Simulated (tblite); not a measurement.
Compound: C7H10N (doublet state).
Structure used (GFN2-xTB), in Å, numbered top down from 1:
```
atom  x, y, z in Å
C1     2.3637   -0.2725    0.2859
N2     1.4903   -0.1945   -0.8716
C3     0.1126   -0.0595   -0.5308
C4    -0.6274   -1.1202    0.2006
C5    -1.5555   -0.5985    0.9989
C6    -1.5891    0.9066    0.9342
C7    -0.5294    1.2125   -0.0770
C8    -0.7301    0.8295   -1.4757
H9     2.2346    0.6400    0.8668
H10    3.3951   -0.3294   -0.0585
H11    2.1599   -1.1312    0.9412
H12    1.6285   -1.0003   -1.4755
H13   -0.3833   -2.1656    0.1046
H14   -2.2228   -1.1437    1.6451
H15   -1.3584    1.3298    1.9173
H16   -2.5688    1.2870    0.6350
H17   -1.7061    0.5071   -1.8239
H18   -0.1225    1.3093   -2.2283
```

Computed with GFN2-xTB (tblite): harmonic, unscaled wavenumbers at the GFN2-xTB geometry, gas phase. Against measured fundamentals such values can be off by several per cent, at times by over 20. One conformer, not necessarily the lowest. Open shells enter through the occupations alone, without spin polarisation, and single modes of such species can be off by tens of per cent.

Harmonic wavenumbers (cm⁻¹): 59.0, 143.3, 183.8, 244.5, 337.7, 363.5, 415.5, 523.2, 553.7, 692.6, 734.8, 758.3, 800.5, 852.5, 862.9, 902.5, 907.0, 933.0, 982.6, 1016.3, 1031.9, 1061.7, 1090.9, 1102.3, 1118.4, 1143.7, 1152.4, 1231.3, 1240.5, 1296.4, 1372.2, 1376.6, 1410.4, 1436.4, 1448.6, 1482.7, 1496.6, 1636.5, 2873.2, 2923.4, 2958.5, 3001.6, 3016.4, 3017.6, 3083.3, 3092.2, 3108.2, 3339.7.

A = 3665, B = 1846, C = 1587 MHz; mass 108.081 u (most abundant isotopes); point group C1, symmetry number 1; spin multiplicity 2.

Problem. What is the zero-point energy?

Solution. ½Σν̃ = 32905 cm⁻¹ = 393.63 kJ/mol.

Problem. What is S at 500 K and 1 bar for an ideal gas of classical rigid rotors and harmonic oscillators?

Solution. Translation 178.01, rotation 122.74, vibration 148.36, spin (R ln 2) 5.76: S = 454.9 J/(mol K).

Problem. And Cp and H(500 K) − H(0)?

Solution. Cp = 213.99 J/(mol K), of which vibrations give 180.73 (their classical limit is 48 R = 399.1); H(500 K) − H(0) = 58.42 kJ/mol without the zero-point energy, 41.79 from vibrations.

Problem. Which modes carry the vibrational entropy at 500 K?

Solution. 59.0 cm⁻¹: 23.07; 143.3 cm⁻¹: 15.74; 183.8 cm⁻¹: 13.71; 244.5 cm⁻¹: 11.41; 337.7 cm⁻¹: 8.87; 363.5 cm⁻¹: 8.31 J/(mol K); the other 42 give 67.26 together.

Problem. What must be added to the electronic energy to get the Gibbs energy at 500 K and 1 bar?

Solution. ZPE + [H(500 K) − H(0)] − T·S = 393.63 + 58.42 − 227.44 = 224.61 kJ/mol.

Problem. How do the functions run with temperature in this model?

Solution. 
```csv
T (K),S (J/(mol K)),Cp (J/(mol K)),H − H(0) (kJ/mol),G − H(0) (kJ/mol),ln q(vib)
150,297.7,74.7,7.78,-36.88,1.53
250,344.3,112.4,17.04,-69.02,3.11
298.15,365.9,133.4,22.96,-86.12,3.94
400,411.3,177.1,38.81,-125.70,5.82
600,496.6,244.1,81.38,-216.61,9.83
900,608.5,306.3,164.78,-382.89,15.95
```

q(vib) and H(0) count from the zero-point level.

Hindered rotation and anharmonicity are outside this model. Other conformers, if any are populated, would add a mixing term that is left out. The structure is chiral; the term R ln 2 for an equal mix with its mirror image is left out.
